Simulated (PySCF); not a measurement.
Cost of response and excited-state runs on SMILES N#Cc1ccc(F)c2ccccc12, C₁₁H₆FN

Molfile (atoms numbered from 1):
```
C11H6FN
     RDKit          3D

 19 20  0  0  0  0  0  0  0  0999 V2000
   -2.6908   -2.8573   -0.3457 N   0  0  0  0  0  0  0  0  0  0  0  0
   -2.1758   -1.8434   -0.1970 C   0  0  0  0  0  0  0  0  0  0  0  0
   -1.5573   -0.5870   -0.0113 C   0  0  0  0  0  0  0  0  0  0  0  0
   -2.3404    0.5225    0.2302 C   0  0  0  0  0  0  0  0  0  0  0  0
   -1.7532    1.7766    0.4166 C   0  0  0  0  0  0  0  0  0  0  0  0
   -0.3910    1.8911    0.3563 C   0  0  0  0  0  0  0  0  0  0  0  0
    0.1712    3.1015    0.5370 F   0  0  0  0  0  0  0  0  0  0  0  0
    0.4605    0.7907    0.1123 C   0  0  0  0  0  0  0  0  0  0  0  0
    1.8638    0.9136    0.0505 C   0  0  0  0  0  0  0  0  0  0  0  0
    2.6403   -0.1857   -0.1898 C   0  0  0  0  0  0  0  0  0  0  0  0
    2.0503   -1.4446   -0.3766 C   0  0  0  0  0  0  0  0  0  0  0  0
    0.6911   -1.5924   -0.3222 C   0  0  0  0  0  0  0  0  0  0  0  0
   -0.1392   -0.4815   -0.0768 C   0  0  0  0  0  0  0  0  0  0  0  0
   -3.4143    0.4227    0.2762 H   0  0  0  0  0  0  0  0  0  0  0  0
   -2.3595    2.6482    0.6057 H   0  0  0  0  0  0  0  0  0  0  0  0
    2.3064    1.8877    0.1959 H   0  0  0  0  0  0  0  0  0  0  0  0
    3.7145   -0.0912   -0.2368 H   0  0  0  0  0  0  0  0  0  0  0  0
    2.6789   -2.3016   -0.5653 H   0  0  0  0  0  0  0  0  0  0  0  0
    0.2348   -2.5607   -0.4666 H   0  0  0  0  0  0  0  0  0  0  0  0
  1  2  3  0
  2  3  1  0
  3  4  2  0
  4  5  1  0
  5  6  2  0
  6  7  1  0
  6  8  1  0
  8  9  2  0
  9 10  1  0
 10 11  2  0
 11 12  1  0
 12 13  2  0
 13  3  1  0
 13  8  1  0
  4 14  1  0
  5 15  1  0
  9 16  1  0
 10 17  1  0
 11 18  1  0
 12 19  1  0
M  END
```

PySCF with density fitting, on 1 thread of an Arm Neoverse V2, shared host. Command: `OMP_NUM_THREADS=1 python excited_run.py task.json out`

(1) How long does each of these runs take, and how much memory?
- excited states, B97-2/def2-SVP; Tamm-Dancoff; spin-orbit couplings; 6 states; 6 triplets; quadratic response for 4 states; IEF-PCM tetrahydrofuran; fitting basis def2-qzvpp-jkfit
- excited states, wB97X-D/def2-SVP; Tamm-Dancoff; spin-orbit couplings; 6 states; 6 triplets; quadratic response for 4 states

Answers

(1) 
```
           run             level  basis functions  wall time  peak memory (GiB)
excited states    B97-2/def2-SVP              212       49 s                1.1
excited states  wB97X-D/def2-SVP              212       58 s               0.97
```
Times from a shared host are rough.
